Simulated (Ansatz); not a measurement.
An input meant for BeCl2(H2O)2 (BeCl2O2H4) (charge 0, singlet; scaled by 1.12; with a point charge).

```yaml
crystal:
  periodic: [false, false, false]
  atoms:
    - {symbol: Be, position_ang: [0.613210, -0.033263, 0.113437]}
    - {symbol: Cl, position_ang: [0.025330, 0.196341, 2.295737]}
    - {symbol: Cl, position_ang: [2.267321, -0.175353, -0.709613]}
    - {symbol: O, position_ang: [-0.378452, 1.509843, -0.568368]}
    - {symbol: H, position_ang: [0.268395, 1.829461, -1.144109]}
    - {symbol: H, position_ang: [-0.848230, 2.269865, 0.080788]}
    - {symbol: O, position_ang: [-0.706451, -1.541672, -0.264043]}
    - {symbol: H, position_ang: [-1.091027, -2.101939, 0.772358]}
    - {symbol: H, position_ang: [0.033984, -2.379784, -0.745338]}
basis:
  gaussian: {orbitals: def2-TZVP, point_charges: [{charge: 0.50, position_ang: [4.990, 0.781, 0.019]}]}
hamiltonian: {xc: {name: B3LYP5}}
relax: {f_tol: 0.001, max_steps: 2}
output: {forces: true}
```

```sh
$ ansatz run in.yaml --threads 4 --pin off --events-out ev --progress --plain --max-ram 3916MiB
```

It prints (some lines left out):

```
Functional definition: B3LYP5
1145 factors; their error is unknown
mean field evaluation 1: about -29598.1057 eV, gradient 6.9e1 eV
mean field evaluation 2: about -29578.1526 eV, gradient 1.2e2 eV
mean field evaluation 4: about -29606.2242 eV, gradient 5.6e0 eV
mean field evaluation 8: about -29606.2759 eV, gradient 1.7e-1 eV
mean field evaluation 16: about -29606.3371 eV, gradient 1.3e-4 eV
mean field -29606.33706614 eV, -1088.0128192847 hartree, gradient 3.9e-5 eV, S^2 0.000000; 0 other end points of the search recorded, 0 dependent functions left out
reference -29606.33733580 eV, -1088.0128291943 hartree; 29, 29 occupied and 150, 150 virtual orbitals, 1145 factors
relax step   1: F+E_penalty+E_count = -29606.33706614 eV  Δ(F+E_penalty+E_count) = +0.000e0 eV  max|allowed force component| = 5.461e0 eV/Å  Δτ_max = 0.0000 Å  (29 SCF iters, accepted)
1145 factors; their error is unknown
mean field -29609.01391742 eV, -1088.1111917546 hartree, gradient 1.6e-5 eV, S^2 0.000000; 0 other end points of the search recorded, 0 dependent functions left out
reference -29609.01417894 eV, -1088.1112013654 hartree; 29, 29 occupied and 150, 150 virtual orbitals, 1145 factors
relax step   2: F+E_penalty+E_count = -29609.01391742 eV  Δ(F+E_penalty+E_count) = -2.677e0 eV  max|allowed force component| = 3.137e0 eV/Å  Δτ_max = 0.1942 Å  (38 SCF iters, accepted)
Error: geometry relaxation did not converge after 2 steps: max|allowed force component| = 3.14e0 eV/Å (threshold 1.0e-3). Raise `relax.max_steps` over both its present limit and 2, loosen `relax.f_tol`, or start from a geometry closer to equilibrium. Where this run's directory can be resumed (`checkpoint.write`), a resume goes on for up to `relax.max_steps` more
```

**Question.** What is wrong with this run?

**Answer.** The relaxation is allowed too few steps for its threshold. The SCF steps converged, but the relaxation ran out of steps.
